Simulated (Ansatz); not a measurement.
Consider the isomerisation: `CC[CH](O)[AlH2]` → `[CH3][Al]([CH3])[CH2]O`.

Computed with Ansatz on PBE0-D4/def2-TZVP structures; ΔE is electronic, products minus reactants. CBS: MP2 limit from def2 TZ/QZ plus the TZ coupled-cluster correction, frozen cores. DFT in def2-TZVPP. B3LYP here is the variant with VWN-RPA as its local correlation; programs differ in this. Each species was taken in one conformer, which may not be the lowest.

CCSD(T)/CBS gives -19.4 kcal/mol.

**Question.** Another level gave -19.8 kcal/mol. Which?
A. PBE0-D4/def2-TZVPP
B. HF/def2-TZVPP
C. CCSD/def2-TZVPP
D. B3LYP/def2-TZVPP

**Answer.** A. PBE0-D4 -19.8, B3LYP -21.0, CCSD/def2-TZVPP -18.4, HF/def2-TZVPP -16.3 kcal/mol.

Largest T1 diagnostic among the species: 0.010.

The D4 term adds +1.1 kcal/mol with B3LYP and +0.5 kcal/mol with PBE0; it sums over pairs of atoms, weighted by their polarisabilities, and B3LYP, whose exchange is more repulsive, gets the larger term. From PBE to PBE0 (25 % exact exchange), in def2-TZVPP and without D4, ΔE moves by +0.9 kcal/mol. In def2-TZVPP, CCSD(T) changes the Hartree–Fock value by −2.3 kcal/mol (the triples alone add −0.2 kcal/mol) and MP2 by −3.0 kcal/mol.
